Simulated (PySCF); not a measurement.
Compound: [W(NMe)(SH)4]-, CH7NS4W (charge -1 and doublet state).
Bonds: W1–N2, W1–S7, W1–S9, W1–S11, W1–S13, N2–C3. Hydrogens: H4, H5, H6 on C3; H8 on S7; H10 on S9; H12 on S11; H14 on S13.

Level of theory: PBE0-D3(BJ)/def2-SVP geometry optimisation, gas phase, def2 core potentials past Kr in PySCF 2.14.0.

Task: Give the optimised bond lengths and angles.

Result: 
```csv
bond,length (bohr)
W1–N2,3.274
W1–S7 and 3 like bonds,4.609
N2–C3,2.651
"C3–H4, C3–H5, C3–H6",2.091
S7–H8 and 3 like bonds,2.560
```

Bonds in one row agree within 0.02 bohr and their mean is given. A selection of angles:
```csv
angle,degrees
N2–W1–S7,106.3
N2–W1–S9,107.1
S7–W1–S9,85.1
S7–W1–S11,146.5
S9–W1–S13,145.2
W1–N2–C3,178.4
N2–C3–H4,111.3
H4–C3–H5,107.5
W1–S7–H8,99.7
```

Torsions: H8–S7–W1–N2 -76° (synclinal); H10–S9–W1–N2 -77° (synclinal); H12–S11–W1–N2 -76° (synclinal); H14–S13–W1–N2 -76° (synclinal). The mirror-image conformer, all signs reversed, is as good.

W1 (tungsten bonded to N and 4 S) is square pyramidal (τ5 = (β − α)/60° = 0.02 from the two widest angles, 146.5° and 145.2° (0 for a square pyramid, 1 for a trigonal bipyramid)).

Stationary, but not proved a minimum. ⟨S²⟩ = 0.760 (exact for a doublet: 0.75).

Hardware: one thread, x86-64 server, on a shared host. Cost: 5.1 min of wall time. That covers the optimisation of the geometry.

Caution for open-shell metal species: one SCF solution and one stationary point were followed, and a lower state or a bent or distorted shape isn't ruled out.
